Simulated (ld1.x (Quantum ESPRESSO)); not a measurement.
**osmium (Os) TM: all-electron and pseudo phase curves**

ld1.x (Quantum ESPRESSO) 7.5 input, shortened:

```
&input
   title='Os', zed=76., rel=1, dft='PBE', iswitch=3,
   config='[Xe] 4f14 5d6 5f-2 6s2 6p0'
 /
 &inputp
   pseudotype=2, tm=.true., lloc=2,
   nlcc=.true., new_core_ps=.true., rcore=0.65
 /
4
6S  1  0   2.00   0.00  2.40  2.40  0.0
6P  2  1   0.00   0.00  3.75  3.75  0.0
5F  4  3  -2.00  -0.15  3.00  3.00  0.0
5D  3  2   6.00   0.00  1.45  1.45  0.0
 &test
   configts(1)='5d6 6s2 6p0'
 /
```

The phase is arctan(r·u′/u) with u = r·R(r), unwrapped; energies in Ry, scanned from -2 to 5 Ry. A pole is an energy at which the radial function vanishes at the test radius. The pseudo phase is shifted by a multiple of π to meet the all-electron one at the reference energy, and phase errors are pseudo minus all-electron; the curves can meet again beyond the range given. Levels narrower than the energy grid can be missing from the lists of poles.

| channel | radius (bohr) | reference energy (Ry) | poles, all-electron | poles, pseudo | unbroken range about the reference energy with phases within 0.05 rad | phase error 1 Ry above the reference energy (rad) |
| --- | --- | --- | --- | --- | --- | --- |
| s | 4.06 | -0.45 | -0.16, 2.96 | -0.16, 2.79 | below 1.0 | -0.004 |
| p | 4.06 | -0.09 | 0.59, 3.97 | -0.51, 0.61, 3.85 | -0.5 to 1.8 | +0.007 |
| d | 4.06 | -0.46 | -0.41, 1.93 | -0.41, 1.93 | below 3.5 | -0.002 |
| f | 4.06 | -0.15 | 1.73, 4.31 | 1.74, 4.47 | below 2.6 | +0.002 |

Note: ghost states, extra bound levels that the all-electron valence spectrum of the same l lacks: s at -48.1 eV, p at -7.1 eV. A true bound ghost makes a file unfit for plane-wave use.

Phases in the f channel:

```csv
E (Ry),all-electron,pseudo
-2.00,1.415,1.415
-1.76,1.407,1.407
-1.52,1.397,1.397
-1.28,1.386,1.386
-1.04,1.373,1.373
-0.80,1.356,1.356
-0.56,1.335,1.335
-0.32,1.306,1.306
-0.08,1.264,1.264
0.16,1.197,1.197
0.40,1.071,1.071
0.64,0.758,0.759
0.88,-0.234,-0.232
1.12,-1.118,-1.116
1.36,-1.396,-1.395
1.60,-1.523,-1.521
1.84,-1.607,-1.604
2.08,-1.685,-1.679
2.32,-1.786,-1.774
2.56,-1.991,-1.951
2.80,-2.821,-2.570
3.04,-4.151,-4.005
3.28,-4.459,-4.411
3.52,-4.571,-4.544
3.76,-4.631,-4.611
4.00,-4.672,-4.654
4.24,-4.704,-4.687
4.48,-4.732,-4.713
4.72,-4.760,-4.738
4.96,-4.790,-4.762
```
